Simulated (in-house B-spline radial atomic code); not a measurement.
**Ar VIII (Ar7+): [Ne] 3s1**

Computed with an all-electron radial atomic-structure program (B-spline basis): non-relativistic B97-1, spin-polarised, spherical fractional occupations, point nucleus.

Z_r = [3n² - l(l+1)]/(2<r>); Z_e = n√(-2ε); the last column is Slater's effective charge. Values are occupation-weighted means over spin.

```
shell  electrons   ε (eV)  <r> (bohr)    Z_r    Z_e  Slater
   1s          2  -3278.4     0.08615  17.41  15.52   17.70
   2s          2  -441.25      0.4114  14.59  11.39   13.85
   2p          6  -375.11      0.3717  13.45  10.50   13.85
   3s          1  -136.72       1.159  11.65   9.51    9.20
```

The least bound orbital is 3s up at -136.7 eV, and it is also the most diffuse (<r> = 1.159 bohr).
